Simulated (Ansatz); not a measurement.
Wavefunction ladder for B₂Cl₂H₄S₂ (`Cl[B@H-]1[SH+][B@@H-](Cl)[SH+]1`)

```
atom    x (Å)    y (Å)    z (Å)
 Cl1  -2.6619   0.9813   0.4720
  B2  -1.2782   0.0631  -0.2091
  S3   0.1535   1.1966  -0.9409
  B4   1.2806  -0.1786  -0.0989
 Cl5   2.7483   0.4703   0.7050
  S6  -0.1233  -0.7753   1.1625
  H7  -1.5345  -0.7470  -1.0474
  H8   0.1938   2.0847   0.0716
  H9   1.4515  -1.0290  -0.9188
 H10  -0.2298  -2.0660   0.8041
```

Charge 0, multiplicity 1. All single points use the PBE0-D4/def2-TZVP geometry. Frozen core, restricted reference, the Gaussian-basis code of Ansatz. CBS rows extrapolate triple and quadruple zeta; past MP2 they add the triple-zeta difference.

```
     basis      HF (Eh)  MP2 corr.  CCSD corr.       (T)  CCSD(T) total
  def2-SVP            ?   -0.73406    -0.80061  -0.02465              ?
def2-TZVPP            ?   -0.97413    -1.04461  -0.05048              ?
def2-QZVPP  -1765.98430   -1.05936           –         –              –
 CBS(def2)            ?          ?    -1.19297     as TZ              ?
```

**Question.** Fill in the withheld values. (Best estimate.)

**Answer.** The calculation gave: def2-SVP HF (Eh): -1765.29443; def2-SVP CCSD(T) total: -1766.11969; def2-TZVPP HF (Eh): -1765.93478; def2-TZVPP CCSD(T) total: -1767.02987; CBS(def2) HF (Eh): -1765.99113; CBS(def2) MP2 corr.: -1.12249; CBS(def2) CCSD(T) total: -1767.23458.
